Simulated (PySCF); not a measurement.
C5H5Cl, SMILES C(/C=C=C)=C\Cl. The structure is a stationary point at PBE0-D3(BJ)/def2-SVP. The structure was generated by enumeration; whether it is a known compound was not checked. The values are those of a single conformer.

Computed equilibrium geometry at PBE0-D3(BJ)/def2-SVP (PySCF confirms it by a frequency run) as Cartesian coordinates in Å, and its point group (one conformer of several):
point group Cs.
```xyz
11

C     -0.9168    -3.0831     0.0000
C      0.0668    -2.2243     0.0000
C      1.0549    -1.3526     0.0000
C      0.9292     0.1064     0.0000
C     -0.2306     0.7754     0.0000
Cl    -0.3215     2.4931     0.0000
H     -1.3452    -3.4599     0.9363
H     -1.3452    -3.4599    -0.9363
H      2.0771    -1.7497     0.0000
H      1.8621     0.6766     0.0000
H     -1.2048     0.2794     0.0000
```
Charge 0, spin multiplicity 1.
